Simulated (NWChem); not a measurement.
Species: C$_{3}$H$_{3}$NO$_{3}$S$_{2}$; SMILES O=S(c1ncsc1)(=O)O

```xyz
12

O     -0.7416     2.0095    -1.2752
S     -0.1588     1.5755     0.0000
O     -0.7416     2.0095     1.2752
O      1.4493     1.8879     0.0000
C     -0.0440    -0.2333     0.0000
C     -1.0979    -1.1210     0.0000
S     -0.4667    -2.7310     0.0000
C      1.1510    -2.0886     0.0000
N      1.2123    -0.7759     0.0000
H      1.8856     0.9878     0.0000
H     -2.1743    -0.9144     0.0000
H      2.0282    -2.7514     0.0000
```
Atoms are numbered in this order, from 1.

All runs: NWChem. Medium grid unless said otherwise, to which SCAN and Minnesota functionals are sensitive. All runs use the structure optimised with PBE-D3(BJ)/def2-SVP. No frequency run checked for a minimum. Total energies of different functionals are on different scales.

```csv
level,energy (Ha),highest occupied level (eV),orbital gap (eV),dipole (D),relative time
B3LYP/def2-SVP,-1192.3069,-7.88,5.61,6.84,1
PBE/def2-SVP,-1191.5432,-6.63,3.72,6.37,1
KT2/def2-SVP,-1204.7021,-6.78,3.92,6.30,1
"LDA (Slater exchange, VWN5)/def2-SVP",-1186.5407,-6.80,3.67,6.57,1
CAM-B3LYP/def2-SVP,-1192.1379,-9.44,8.47,7.05,5
MN15-L/def2-SVP,-1191.7330,-7.35,4.68,6.66,1
PW91/def2-SVP,-1192.1688,-6.68,3.72,6.39,1
```

The last column is a rough cost ratio, cheapest run = 1.
